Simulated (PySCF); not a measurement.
**State search for HgF**

Unrestricted PBE0; basis Hg def2-SVP with ECP60, F def2-SVP; scalar-relativistic core potentials; PySCF 2.14. Outer shells of the fragments: Hg 5d10 6s2; F 2s2 2p5.

Followed along the bond (rough minima from three points):

```tsv
2Ms+1	unpaired	⟨S²⟩ at the start	R at minimum (Å)	Te (eV)
2	σ ↑	0.76	2.06	0.00
4	σ ↑, π ↑↑	3.75	none in the scan	≤ 6.97
```

Solutions found at the starting distance of 1.990 Å, counted from the lowest of them; the search is not exhaustive and high or unbound solutions are not listed, so other states can lie among these:

| 2Ms+1 | unpaired | term | E (eV) | ⟨S²⟩ | ⟨Lz²⟩ | μ (D) |
| --- | --- | --- | --- | --- | --- | --- |
| 2 | σ ↑ | ²Σ⁺ | 0.00 | 0.76 | 0.00 | -2.57 |
| 2 | π ↑ | ²Π | 3.02 | 0.75 | 1.00 | 1.47 |
| 2 | π ↑ | ²Π | 5.32 | 0.81 | 1.00 | -3.19 |
| 4 | σ ↑, π ↑↑ | mixed | 7.41 | 3.75 | 2.01 | 1.25 |
| 4 | σ ↑↑, π ↑ | ⁴Π | 7.50 | 3.76 | 1.02 | -0.03 |
| 4 | σ ↑, π ↑↑ | mixed | 7.53 | 3.75 | 2.01 | 1.34 |

A term symbol is given only where ⟨S²⟩ and ⟨Lz²⟩ are close to those of a pure state; real π, δ and φ orbitals otherwise mix terms. A positive dipole means Hg(−)F(+).

Spin–orbit coupling is left out. Counting both spins, an empty level lies below a filled one in some of these solutions, because spin and occupation are held.
